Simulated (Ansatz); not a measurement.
The cluster ZrTe2⁻. The state is a doublet with charge -1. Geometry r2SCAN-D4/def2-TZVPD.

```xyz
3

Zr   -0.307   -0.344   -0.774
Te   -0.421   -1.708    1.452
Te    0.728    2.052   -0.678
```

In the def2 sets Te, Zr take a core potential; there is no spin–orbit coupling. At HF/def2-TZVPD the charge -1 doublet is spin-contaminated (final ⟨S²⟩ up to 0.84, 0.75 for a pure state). The structure comes from a short search, and lower isomers may exist.

**Question.** Estimate the α-spin orbital energies around the gap (eV) in Ansatz with HF/def2-TZVPD, revPBE-D4/def2-TZVPD, r2SCAN-D4/def2-TZVPD, B97M-V/def2-TZVPD, PBE0-D4/def2-SVPD.

**Answer.** 
```tsv
orbital	HF/def2-TZVPD	revPBE-D4/def2-TZVPD	r2SCAN-D4/def2-TZVPD	B97M-V/def2-TZVPD	PBE0-D4/def2-SVPD
HOMO−13	-46.90	-35.35	-36.22	-36.70	-38.54
HOMO−12	-46.90	-35.35	-36.22	-36.70	-38.54
HOMO−11	-39.17	-28.56	-29.79	-30.41	-31.42
HOMO−10	-38.98	-28.54	-29.77	-30.40	-31.38
HOMO−9	-38.81	-28.20	-29.47	-30.11	-31.16
HOMO−8	-15.51	-9.93	-10.42	-10.24	-11.67
HOMO−7	-15.13	-9.73	-10.21	-10.03	-11.43
HOMO−6	-5.66	-2.32	-2.57	-2.58	-3.43
HOMO−5	-4.83	-1.75	-2.00	-2.06	-2.82
HOMO−4	-4.43	-1.58	-1.77	-1.73	-2.52
HOMO−3	-4.10	-1.45	-1.60	-1.57	-2.34
HOMO−2	-3.90	-1.31	-1.48	-1.43	-2.18
HOMO−1	-3.79	-0.88	-1.07	-1.05	-1.74
HOMO	-3.31	-0.33	-0.71	-0.33	-1.36
LUMO	2.81	0.46	0.41	0.32	1.03
LUMO+1	3.65	0.46	0.47	0.50	1.15
LUMO+2	3.69	1.57	1.73	1.61	2.19
LUMO+3	3.76	1.70	1.77	1.72	2.24
LUMO+4	4.27	2.34	2.51	2.31	2.82
LUMO+5	4.29	2.51	2.88	2.48	3.16
β HOMO	-3.62	-0.90	-1.11	-1.11	-1.79
β LUMO	2.87	0.70	0.86	0.32	1.15
```
